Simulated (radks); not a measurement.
Results of a calculation; reference values are marked as such.
Kinetic energies: the exact non-interacting value of the Kohn-Sham orbitals and orbital-free approximations, in hartree. Species: Cu14+ [Ne] 3s2 3p3; O+ [He] 2s2 2p3; P13+ [He]; As4+ [Ar] 3d10 4s1; P4+ [Ne] 3s1. Code: a radial shooting solver on a logarithmic mesh with Libxc functionals. Model: non-relativistic Kohn-Sham, LDA (Slater exchange, Perdew-Wang correlation), spin-polarised, spherical densities, point nucleus. Every spin shell is full or empty, so the densities are truly spherical. Functionals are evaluated on that one density, not self-consistently.

functional,Cu14+,O+,P13+,As4+,P4+
exact,1543.93,73.7123,214.497,2226.67,335.228
Thomas-Fermi,1439.3,67.121,196.29,2090.6,310.38
von Weizsacker,833.71,57.813,214.50,1064.7,210.39
TF + vW,2273.0,124.93,410.78,3155.4,520.78
TF + vW/9,1531.9,73.545,220.12,2208.9,333.76
TF + vW/5,1606.0,78.684,239.19,2303.6,352.46
LC94,1543.1,73.786,219.06,2225.8,335.96
APBEK,1544.6,73.846,218.74,2227.6,336.37
revAPBEK,1549.0,74.291,220.65,2232.7,337.65
Perdew 92,1532.1,73.558,220.17,2209.2,333.81
Thakkar,1537.6,73.819,219.49,2215.0,335.35
Pearson,1521.2,71.510,209.27,2200.2,329.81
LKT,1950.1,105.53,348.38,2729.1,442.70
PG1,1869.5,100.54,332.63,2624.3,422.77
DePristo-Kress,1541.9,73.249,220.48,2223.5,335.74
Ernzerhof,1540.0,74.563,228.48,2217.2,336.24
